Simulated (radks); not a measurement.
Results of a calculation; reference values are marked as such.
The osmium ion Os2+ inside a hard spherical wall (all orbitals vanish at R), configuration held at [Xe] 4f14 5d6 and not refilled when levels cross. Level of theory: scalar-relativistic Kohn-Sham, PBE, spin-polarised, spherical densities, point nucleus; open shells are filled with parallel spins first (spin-orbit coupling, left out, can overturn this in heavy ions) (a radial shooting solver on a logarithmic mesh with Libxc functionals). Eigenvalues in eV for spin up, with the zero of energy where the potential of the charges vanishes at infinity; a dash marks a level that is unbound or too diffuse for the functional's potential to be trusted. A positive occupied level is held by the wall or, in an anion where self-interaction has pushed it up, behind a barrier. The pressure on the wall is -dE/dV.

[
 {"R (bohr)": "free", "E (hartree)": "-17252.9826", "kinetic (hartree)": "19127.491", "e(5s)": "-109.36", "e(4f)": "-69.078", "e(5p)": "-68.933", "e(5d)": "-24.028", "e(6s, empty)": "-21.529", "e(6p, empty)": "-14.210", "pressure (GPa)": "0"},
 {"R (bohr)": "20", "E (hartree)": "-17252.9826", "kinetic (hartree)": "19127.491", "e(5s)": "-109.36", "e(4f)": "-69.078", "e(5p)": "-68.933", "e(5d)": "-24.028", "e(6s, empty)": "-21.529", "e(6p, empty)": "-14.210", "pressure (GPa)": "< 0.0001"},
 {"R (bohr)": "15", "E (hartree)": "-17252.9826", "kinetic (hartree)": "19127.491", "e(5s)": "-109.36", "e(4f)": "-69.078", "e(5p)": "-68.933", "e(5d)": "-24.028", "e(6s, empty)": "-21.529", "e(6p, empty)": "-14.210", "pressure (GPa)": "< 0.0001"},
 {"R (bohr)": "10", "E (hartree)": "-17252.9826", "kinetic (hartree)": "19127.491", "e(5s)": "-109.36", "e(4f)": "-69.078", "e(5p)": "-68.933", "e(5d)": "-24.028", "e(6s, empty)": "-21.529", "e(6p, empty)": "-14.209", "pressure (GPa)": "< 0.0001"},
 {"R (bohr)": "8", "E (hartree)": "-17252.9826", "kinetic (hartree)": "19127.492", "e(5s)": "-109.36", "e(4f)": "-69.076", "e(5p)": "-68.931", "e(5d)": "-24.027", "e(6s, empty)": "-21.526", "e(6p, empty)": "-14.180", "pressure (GPa)": "0.00138"},
 {"R (bohr)": "7", "E (hartree)": "-17252.9825", "kinetic (hartree)": "19127.494", "e(5s)": "-109.35", "e(4f)": "-69.067", "e(5p)": "-68.923", "e(5d)": "-24.019", "e(6s, empty)": "-21.510", "e(6p, empty)": "-14.080", "pressure (GPa)": "0.0165"},
 {"R (bohr)": "4", "E (hartree)": "-17252.8938", "kinetic (hartree)": "19128.105", "e(5s)": "-107.52", "e(4f)": "-67.092", "e(5p)": "-67.210", "e(5d)": "-22.302", "e(6s, empty)": "-17.902", "e(6p, empty)": "-6.915", "pressure (GPa)": "26.4"},
 {"R (bohr)": "1.5", "E (hartree)": "-17217.4340", "kinetic (hartree)": "19269.484", "e(5s)": "-12.588", "e(4f)": "31.979", "e(5p)": "41.330", "e(5d)": "119.62", "e(6s, empty)": "319.84", "e(6p, empty)": "383.80", "pressure (GPa)": "122000"}
]
